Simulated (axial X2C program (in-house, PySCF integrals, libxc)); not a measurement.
## What spin–orbit coupling does to PbC⁻

All values were computed with an axial X2C code built on PySCF integrals. Spin-free means the one-electron spin-free X2C Hamiltonian; two-component (2c) means X2C with spin–orbit coupling and atomic mean-field two-electron Coulomb and Gaunt terms, so the difference of the two also holds small scalar two-electron terms. Basis: Pb dyall-acv3z [13s15p11d8f1g], C dyall-av3z [8s7p3d2f] (cores contracted in-house); Gaussian nuclei, density fitting, unrestricted open shells. Masses: Pb 207.977 u, C 12.000 u.

Spin-free state: M_S = 1/2, Λ = 1 (beyond evenly filled blocks: π+α, π+β, π-α); fragments Pb + C-.

| level | Re (Å) | ωe (cm⁻¹) | De (eV) | μ (D) |
| --- | --- | --- | --- | --- |
| LDA | 2.091 | 618.1 | 3.976 | -4.79 |

Dipoles are positive if C is the positive end and refer to the centre of mass.

Problem. Within this multiplet, which Ω should lie lowest by the rule for regular and inverted multiplets?

Solution. The open π shell holds three electrons, one hole, so the multiplet is inverted: Ω = Λ + 1/2 = 3/2. The PBE0 2c search puts Ω = 1/2 lowest instead, through mixing with other states or the limits of one determinant.

Two-component determinant lowest at the distance of the search:

Ω = 1/2 (⟨Sz⟩ = 0.34, ⟨Lz⟩ = 0.16 at LDA); fragments Pb + C-.

| level | Re (Å) | ωe (cm⁻¹) | De (eV) | μ (D) |
| --- | --- | --- | --- | --- |
| LDA | 2.000 | 665.1 | 3.108 | -5.00 |

Problem. From the two tables, how do the constants change at the LDA level (2c against spin-free)?

Solution. At the LDA level Re falls by 0.091 Å and ωe goes up by 47.0 cm⁻¹; De changes by -0.868 eV.

De is counted from the lowest determinant-based energies of the atoms at the same level, without counterpoise correction. Density functionals use the spin component along the axis (collinear). Without a current term, density functionals place determinants with orbital angular momentum somewhat too high. The state is one determinant with fixed occupations, lowest in a PBE0 search at one distance only: followed along the bond, the 2c determinant Ω = 3/2 reaches 0.03 eV lower at PBE0, at Re = 2.124 Å, so the state shown is not the lowest. At some level and bond length an empty orbital lies below a filled one. The highest occupied level of some functionals is positive through self-interaction error; at Hartree–Fock it is bound.
